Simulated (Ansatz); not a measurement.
Job for Ansatz (a first-principles code): R-CCSD(T)/cc-pV(D+d)Z on H4SSi (SMILES [SiH3]S), a point of a torsion scan. Files ending in .json are basis or fitting sets from the Basis Set Exchange.

Ansatz 0.2 input:
```yaml
crystal:
  periodic: [false, false, false]
  atoms:
    - {symbol: Si, position_ang: [-0.59816482, -0.04426169, -0.02586097]}
    - {symbol: S, position_ang: [1.42765741, -0.28499867, -0.69859138]}
    - {symbol: H, position_ang: [-0.74526482, -0.74800491, 1.24195427]}
    - {symbol: H, position_ang: [-1.45823539, -0.60796839, -1.05695546]}
    - {symbol: H, position_ang: [-0.74274350, 1.39307064, 0.11759521]}
    - {symbol: H, position_ang: [1.29039139, -1.50342274, -1.19921079]}
basis:
  gaussian:
    orbitals: cc-pV_D+d_Z.json
magnetization: {spin_polarized: false}
correlation: {method: ccsd_t, electrons: outside_noble_gas}
scf: {lower_state_search: off}
```

It printed:

```
WARN ansatz: RAYON_NUM_THREADS=1 ignored (pool sized by the plan → 1); use --threads N
Functional definition: HF
these checks for a lower state are left out or cut short: stability, starts, cluster_reference, orbital_swaps, neighbouring_geometries, increment
integrals: 0.04 GiB planned
658 factors; integrals over basis functions are off by at most 1.0e-3 eV
mean field: 0.13 GiB planned
mean field evaluation 1: about -18742.7776 eV, gradient 1.4e1 eV
mean field evaluation 2: about -18742.8012 eV, gradient 1.4e1 eV
mean field evaluation 4: about -18743.7310 eV, gradient 1.6e0 eV
mean field evaluation 8: about -18743.7439 eV, gradient 3.8e-4 eV
mean field -18743.74394753 eV, -688.8198851056 hartree, gradient 4.9e-6 eV, S^2 0.000000; 0 other end points of the search recorded, 0 dependent functions left out
10 core orbitals not correlated
reference -18743.74394753 eV, -688.8198851056 hartree; 7, 7 occupied and 49, 49 virtual orbitals, 658 factors
second order -6.58767114 eV of doubles, -0.00000000 eV of singles
coupled cluster: 0.12 GiB planned
cycle   1  -7.42490244 eV  change   -8.4e-1 eV  update   6.5e-2
cycle   2  -7.70866772 eV  change   -2.8e-1 eV  update   2.1e-2
cycle   3  -7.72443681 eV  change   -1.6e-2 eV  update   5.3e-3
cycle   4  -7.72276482 eV  change    1.7e-3 eV  update   1.7e-3
cycle   5  -7.72223917 eV  change    5.3e-4 eV  update   4.8e-4
cycle   6  -7.72217101 eV  change    6.8e-5 eV  update   1.3e-4
cycle   7  -7.72218180 eV  change   -1.1e-5 eV  update   4.0e-5
cycle   8  -7.72218836 eV  change   -6.6e-6 eV  update   1.2e-5
perturbative correction -0.18846848 eV, -0.0069260888 hartree
Total energy: -18751.65460437 eV, -689.1105963824 hartree
Checks for a lower state left out: stability, starts, cluster_reference, orbital_swaps, neighbouring_geometries, increment
```

The calculation finished and met its thresholds.

Cost: roughly 1.9 core-seconds.
